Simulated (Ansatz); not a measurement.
Ansatz (a program for electronic structure) input for VOCl₂, SMILES [O]=[V]([Cl])[Cl] (connectivity only; charge and spin as stated), neutral, multiplicity 2, PBE-D3(BJ)/def2-SVP. 

Ansatz 0.2 input:
```yaml
crystal:
  periodic: [false, false, false]
  atoms:
    - {symbol: V, position_ang: [0.00000000, 0.00000001, -0.32825373]}
    - {symbol: O, position_ang: [0.00000000, 0.00000001, -1.85795289]}
    - {symbol: Cl, position_ang: [0.00000000, -1.92543885, 0.65921938]}
    - {symbol: Cl, position_ang: [0.00000000, 1.92543883, 0.65921939]}
basis:
  gaussian:
    orbitals: def2-SVP
hamiltonian:
  xc: pbe
  dispersion: d3bj
magnetization: {spin_polarized: true, initial_magnetization: 1}
relax: {f_tol: 0.002, max_steps: 200}
```

It prints:

```
WARN ansatz: RAYON_NUM_THREADS=1 ignored (pool sized by the plan → 1); use --threads N
Functional definition: PBE
integrals: 0.03 GiB planned
915 factors; their error is unknown
mean field: 0.25 GiB planned
mean field evaluation 1: about -52746.2309 eV, gradient 4.3e1 eV
mean field evaluation 2: about -52583.9903 eV, gradient 1.8e2 eV
mean field evaluation 4: about -52733.9999 eV, gradient 7.1e1 eV
mean field evaluation 8: about -52753.4102 eV, gradient 6.3e-2 eV
mean field evaluation 16: about -52753.0700 eV, gradient 5.9e-3 eV
mean field -52753.41020513 eV, -1938.6520674927 hartree, gradient 1.7e-5 eV, S^2 0.760325; 4 other end points of the search recorded, 0 dependent functions left out
the calculation of the forces begins
reference -52753.41028997 eV, -1938.6520706107 hartree; 33, 32 occupied and 48, 49 virtual orbitals, 915 factors
relax step   1: F+E_penalty+E_count = -52753.51664061 eV  Δ(F+E_penalty+E_count) = +0.000e0 eV  max|allowed force component| = 2.061e0 eV/Å  Δτ_max = 0.0000 Å  (121 SCF iters, accepted)
these checks for a lower state are left out or cut short: starts, cluster_reference, orbital_swaps, neighbouring_geometries, increment
integrals: 0.03 GiB planned
915 factors; their error is unknown
mean field: 0.25 GiB planned
mean field evaluation 32: about -52753.4717 eV, gradient 1.1e0 eV
mean field -52753.44062841 eV, -1938.6531855276 hartree, gradient 1.3e-5 eV, S^2 0.761323; 0 other end points of the search recorded, 0 dependent functions left out
the calculation of the forces begins
reference -52753.44071352 eV, -1938.6531886555 hartree; 33, 32 occupied and 48, 49 virtual orbitals, 915 factors
relax step   2: F+E_penalty+E_count = -52753.54648865 eV  Δ(F+E_penalty+E_count) = -2.985e-2 eV  max|allowed force component| = 8.585e-1 eV/Å  Δτ_max = 0.0171 Å  (39 SCF iters, accepted)
these checks for a lower state are left out or cut short: starts, cluster_reference, orbital_swaps, neighbouring_geometries, increment
integrals: 0.03 GiB planned
915 factors; their error is unknown
mean field: 0.25 GiB planned
mean field -52753.44681363 eV, -1938.6534128302 hartree, gradient 2.3e-6 eV, S^2 0.761967; 0 other end points of the search recorded, 0 dependent functions left out
the calculation of the forces begins
reference -52753.44689885 eV, -1938.6534159621 hartree; 33, 32 occupied and 48, 49 virtual orbitals, 915 factors
relax step   3: F+E_penalty+E_count = -52753.55248829 eV  Δ(F+E_penalty+E_count) = -6.000e-3 eV  max|allowed force component| = 6.872e-2 eV/Å  Δτ_max = 0.0089 Å  (43 SCF iters, accepted)
these checks for a lower state are left out or cut short: starts, cluster_reference, orbital_swaps, neighbouring_geometries, increment
integrals: 0.03 GiB planned
915 factors; their error is unknown
mean field: 0.25 GiB planned
mean field evaluation 64: about -52753.4468 eV, gradient 2.1e-6 eV
mean field -52753.44684439 eV, -1938.6534139609 hartree, gradient 2.1e-6 eV, S^2 0.762000; 0 other end points of the search recorded, 0 dependent functions left out
the calculation of the forces begins
reference -52753.44692962 eV, -1938.6534170928 hartree; 33, 32 occupied and 48, 49 virtual orbitals, 915 factors
relax step   4: F+E_penalty+E_count = -52753.55254692 eV  Δ(F+E_penalty+E_count) = -5.863e-5 eV  max|allowed force component| = 4.067e-3 eV/Å  Δτ_max = 0.0017 Å  (38 SCF iters, accepted)
these checks for a lower state are left out or cut short: starts, cluster_reference, orbital_swaps, neighbouring_geometries, increment
integrals: 0.03 GiB planned
915 factors; their error is unknown
mean field: 0.25 GiB planned
mean field -52753.44683442 eV, -1938.6534135944 hartree, gradient 6.7e-6 eV, S^2 0.762000; 0 other end points of the search recorded, 0 dependent functions left out
the calculation of the forces begins
reference -52753.44691965 eV, -1938.6534167264 hartree; 33, 32 occupied and 48, 49 virtual orbitals, 915 factors
relax step   5: F+E_penalty+E_count = -52753.55255076 eV  Δ(F+E_penalty+E_count) = -3.835e-6 eV  max|allowed force component| = 1.671e-3 eV/Å  Δτ_max = 0.0010 Å  (32 SCF iters, accepted)
integrals: 0.03 GiB planned
915 factors; their error is unknown
mean field: 0.25 GiB planned
mean field evaluation 96: about -52753.4235 eV, gradient 2.0e0 eV
mean field -52753.44683442 eV, -1938.6534135944 hartree, gradient 6.7e-6 eV, S^2 0.762000; 5 other end points of the search recorded, 0 dependent functions left out
the calculation of the forces begins
reference -52753.44691965 eV, -1938.6534167264 hartree; 33, 32 occupied and 48, 49 virtual orbitals, 915 factors
Total energy: -52753.55263598 eV, -1938.6573017301 hartree
Atom 0 at     0.000000     0.000000    -0.306514 Å, force     0.000000    -0.000000    -0.001671 eV/Å
Atom 1 at    -0.000000     0.000000    -1.869948 Å, force    -0.000000     0.000000     0.000856 eV/Å
Atom 2 at    -0.000000    -1.944696     0.654347 Å, force    -0.000000     0.000037     0.000407 eV/Å
Atom 3 at    -0.000000     1.944696     0.654347 Å, force    -0.000000    -0.000037     0.000407 eV/Å
Dipole moment:    -0.000000    -0.000000     0.084149 e Å
```

The calculation finished and met its thresholds.
